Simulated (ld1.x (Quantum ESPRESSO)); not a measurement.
germanium, ultrasoft: configuration errors across variants

Ge (Z = 32), ultrasoft, made with ld1.x (Quantum ESPRESSO) 7.5 (PW91, scalar-relativistic). Core [Ar] 3d10, reference 4s1.5 4p2.5. Waves: 4s (bound): rcut 1.25, rcutus 1.55 bohr; 4s channel at 0.55 Ry: rcut 1.25, rcutus 1.55 bohr; 4p (bound): rcut 2.50, rcutus 2.65 bohr; 4p channel at 0.1 Ry: rcut 2.50, rcutus 2.65 bohr; 4d channel at 0.15 Ry: rcut 2.15, rcutus 2.40 bohr; 4d channel at 1.9 Ry: rcut 2.15, rcutus 2.40 bohr. Local part: all-electron potential smoothed inside 1.90 bohr (lloc = -1). Core correction: a·sin(br)/r model core inside 0.95 bohr. Augmentation charge: built from norm-conserving waves at rcut, not smoothed further.

All-electron excitation energies from the reference (eV): (1) 4s2 4p2 -3.967; (2) 4s2 4p1 3.535; (3) 4s2 4p0 19.059; (4) 4s2 4p1.5 -1.139; (5) 4s2 4p2.3 -4.863; (6) 4s1 4p3 4.034; (7) 4s1 4p2 12.279.

Errors AE − PS in meV (a dash: test not solved or not reliable):

```csv
change,(1),(2),(3),(4),(5),(6),(7),bound ghosts
base,-2.4,-3.6,-39,-1.6,-2.9,-3.0,-15,none
core correction a·sin(br)/r model core inside 0.62 bohr,-2.4,-3.7,-39,-1.7,-3.0,-3.1,-15,none
core correction a·sin(br)/r model core inside 0.82 bohr,-2.4,-3.6,-39,-1.6,-3.0,-3.1,-15,none
core correction a·sin(br)/r model core inside 0.96 bohr,-2.4,-3.6,-39,-1.6,-2.9,-3.0,-15,none
core correction a·sin(br)/r model core inside 1.16 bohr,-2.2,-3.4,-39,-1.5,-2.8,-2.9,-15,none
core correction a·sin(br)/r model core inside 1.34 bohr,-2.0,-3.1,-38,-1.2,-2.6,-2.6,-15,none
core correction a·sin(br)/r model core inside 1.54 bohr,-1.8,-2.6,-37,-0.9,-2.5,-2.4,-15,none
core correction a·sin(br)/r model core inside 1.72 bohr,-0.9,-1.5,-38,+0.3,-1.7,-1.3,-14,none
core correction a·sin(br)/r model core inside 1.84 bohr,0.0,-0.9,-39,+1.2,-0.9,-0.7,-14,none
```

Problem. Give the same row for: core correction none.

Solution. +5.2, +7.0, +9.0, +6.7, +4.2, +6.0, -0.2; bound ghosts: none.
